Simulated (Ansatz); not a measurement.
Reactions of C₄H₄F₆O, SMILES `FC(F)OC(F)C(F)C(F)F`.

Calculated with Ansatz (gas phase, PBE0-D4/def2-TZVP geometries, no zero-point term in ΔE). CBS: MP2 limit from def2 TZ/QZ plus the TZ coupled-cluster correction, frozen cores. This one scheme is used for every species, atoms too. For atomizations the MP2-based limit and the directly extrapolated one differ by several kJ/mol either way, and by 10 to 25 for some Ge, Se and Sn compounds, so smaller differences from it don't rank the levels. DFT in def2-TZVPP. B3LYP here is the variant with VWN-RPA as its local correlation; programs differ in this. Open shells (•) are unrestricted, without spin–orbit coupling. Spin–orbit coupling would lower the free atoms: a little for C, F, O. Elements past krypton have def2 core potentials. For Ge, I outer-core shells are correlated without core-valence functions, so the limit isn't a true one: a few kJ/mol of doubt a bond, and 10 to 20 or more in all where bonds break to atoms. Scalar relativity is left out up to krypton. Each species was taken in one conformer, which may not be the lowest.

```
                                                                    reaction  B3LYP-D4 (kJ/mol)
                      `FC(F)O[C@@H](F)[C@H](F)C(F)F` → `FCC(F)(F)OCC(F)(F)F`                -34
                      `FC(F)O[C@@H](F)[C@H](F)C(F)F` → `FC(F)COC(F)(F)C(F)F`                 -6
                `FC(F)O[C@@H](F)[C@H](F)C(F)F` + H₂ → `FCC(F)OC(F)F` + `FCF`                -51
   `FC(F)O[C@@H](F)[C@H](F)C(F)F` + GeH₄ → `F[CH](F)[GeH3]` + `FCC(F)OC(F)F`                 10
                    `FC(F)O[C@@H](F)[C@H](F)C(F)F` → 4 C• + 6 F• + 4 H• + O•               6102
            `FC(F)O[C@@H](F)[C@H](F)C(F)F` + H–F → `FC(F)OC(F)F` + `FCC(F)F`                  7
             `FC(F)O[C@@H](F)[C@H](F)C(F)F` + HI → `FC(F)C(F)I` + `FCOC(F)F`                 23
                      `FC(F)O[C@@H](F)[C@H](F)C(F)F` → `FCC(F)(F)COC(F)(F)F`                -35
`FC(F)O[C@@H](F)[C@H](F)C(F)F` + `CF` → `FC[C@@H](F)[C@@H](F)OC(F)F` + `FCF`                 -5
    `FC(F)O[C@@H](F)[C@H](F)C(F)F` + H₂ → `FC[C@@H](F)[C@@H](F)OC(F)F` + H–F                -68
```

**Question.** Give the CCSD(T)/CBS values in the same order. (Best estimate.)

**Answer.** The calculation gave: -37, -6, -46, 14, 6139, 23, 26, -39, -5, -79 kJ/mol.

Largest T1 diagnostic: 0.012, for `F[CH](F)[GeH3]`.
